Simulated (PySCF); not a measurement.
# Pb(CH3)2 at several levels of theory

Computed with PySCF 2.14.0 (density fitting, no spin-orbit coupling) at the geometry relaxed with TPSS:

```xyz
9
Pb(CH3)2 (singlet)
Pb    0.0000    0.0000   -0.7902
C     1.6710    0.0000    0.8438
H     2.6840    0.0000    0.4060
H     1.5480    0.8936    1.4848
H     1.5480   -0.8936    1.4848
C    -1.6710    0.0000    0.8438
H    -2.6840    0.0000    0.4060
H    -1.5480   -0.8936    1.4848
H    -1.5480    0.8936    1.4848
```

| level | basis | state | HOMO (eV) | gap (eV) | charge on Pb1 (e) | dipole about the centre of mass (D) | largest force component (eV/Å) |
| --- | --- | --- | --- | --- | --- | --- | --- |
| TPSS | Pb def2-SVP with ECP60, C def2-SVP, H def2-SVP | singlet | -5.03 | 2.13 | 0.44 | 0.67 | 0.01 |
| M06-L | the same | singlet | -5.07 | 2.39 | 0.59 | 1.04 | 0.15 |
| TPSS | Pb def2-TZVP with ECP60, C def2-TZVP, H def2-TZVP | singlet | -5.10 | 2.16 | 0.60 | 0.93 | 0.29 |
| TPSS | Pb x2c-SVPall, C x2c-SVPall, H x2c-SVPall | singlet | -5.06 | 2.14 | 0.49 | 0.74 | 0.59 |

Charges are Mulliken's, which hang on the basis. The relaxation used the grid (50, 194), these runs (75, 302) or, all-electron (x2c bases, spin-free X2C Hamiltonian), (99, 590).

Q: A further run in the first row's basis gives HOMO (eV) -4.83, gap (eV) 1.86, charge on Pb1 (e) 0.39, dipole about the centre of mass (D) 0.59, largest force component (eV/Å) 0.29. Which level was it?
A. BP86
B. CAM-B3LYP
C. BLYP

A: C. The others give HOMO -5.10 eV (BP86); -7.13 eV (CAM-B3LYP).

In the first row's basis the gap widens with exact exchange: 1.9 to 2.4 eV for BLYP, BP86, TPSS, M06-L (none); 5.7 eV for CAM-B3LYP (rising or full at long range).

No frequency check is given that shows the relaxed geometry to be a minimum.
